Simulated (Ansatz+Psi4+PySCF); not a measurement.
Two shapes of quintet FeH₂O(2+).

Shape 1:

```xyz
4

Fe    0.0000    0.0000    0.0000
O    -1.7638    0.4579   -0.7744
H    -2.4391    1.0630   -0.3871
H    -2.1397    0.1257   -1.6233
```

Shape 2:

```xyz
4

Fe    0.0135   -0.0146   -0.0024
O    -0.0165    0.0113    1.9807
H     0.8092    0.0027    2.5748
H    -0.7817    0.0165    2.5777
```

Basis set: cc-pVTZ (spherical functions). Frozen core: 10 orbitals. Correlation on ROHF uses semicanonical orbitals with singles. Charge 2, multiplicity 5.

Computed with Ansatz (development build ahead of 0.2.0) and Psi4 1.11; each method stands on the lowest determinant of its kind that the runs found.

Task: Which shape is lower in energy, and by how much in each method?

Result:

| method | E(2) − E(1) (eV) |
| --- | --- |
| ROHF | 0.049 |
| UHF | 0.049 |
| ROHF-MP2 | 0.035 |
| UHF-MP2 | 0.035 |

Shape 1 is lower. Caution: other spin multiplicities were not run. Caution for UHF, UHF-MP2: the determinant may break the point group.
